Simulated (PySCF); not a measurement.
**Radial density of B²⁺ (boron, charge +2)**

UHF, [He] 2p1, 2P determinant (an excited configuration). Computed with PySCF 2.14 in x2c-TZVPPall with one added diffuse shell each of s, p, d type (6s4p3d1f, 40 functions), with the spin-free X2C one-electron Hamiltonian (Gaussian nucleus).

```json
{"r (bohr)": "0.00489", "4πr²ρ (e/bohr)": "0.02019", "4πr²(ρα − ρβ)": "-0.0001"}
{"r (bohr)": "0.00823", "4πr²ρ (e/bohr)": "0.05522", "4πr²(ρα − ρβ)": "-0.0002"}
{"r (bohr)": "0.0138", "4πr²ρ (e/bohr)": "0.1464", "4πr²(ρα − ρβ)": "-0.0005"}
{"r (bohr)": "0.0233", "4πr²ρ (e/bohr)": "0.3759", "4πr²(ρα − ρβ)": "-0.0013"}
{"r (bohr)": "0.0392", "4πr²ρ (e/bohr)": "0.9055", "4πr²(ρα − ρβ)": "-0.0031"}
{"r (bohr)": "0.0659", "4πr²ρ (e/bohr)": "1.967", "4πr²(ρα − ρβ)": "-0.0061"}
{"r (bohr)": "0.111", "4πr²ρ (e/bohr)": "3.585", "4πr²(ρα − ρβ)": "-0.0084"}
{"r (bohr)": "0.186", "4πr²ρ (e/bohr)": "4.906", "4πr²(ρα − ρβ)": "0.0015"}
{"r (bohr)": "0.313", "4πr²ρ (e/bohr)": "4.241", "4πr²(ρα − ρβ)": "0.0551"}
{"r (bohr)": "0.527", "4πr²ρ (e/bohr)": "1.874", "4πr²(ρα − ρβ)": "0.2155"}
{"r (bohr)": "0.887", "4πr²ρ (e/bohr)": "0.6824", "4πr²(ρα − ρβ)": "0.4945"}
{"r (bohr)": "1.49", "4πr²ρ (e/bohr)": "0.5672", "4πr²(ρα − ρβ)": "0.5648"}
{"r (bohr)": "2.51", "4πr²ρ (e/bohr)": "0.1877", "4πr²(ρα − ρβ)": "0.1877"}
{"r (bohr)": "4.22", "4πr²ρ (e/bohr)": "0.008523", "4πr²(ρα − ρβ)": "0.0085"}
```

Densities and radii are taken from the X2C orbitals without a picture-change correction, which distorts them close to the nucleus.

Problem. Where is the radial spin density 4πr²(ρα − ρβ) most negative, and why is it negative at all?

Solution. Around r = 0.111 bohr, down to -0.0084 e/bohr: exchange with the open shell polarises the paired shells in an unrestricted calculation.
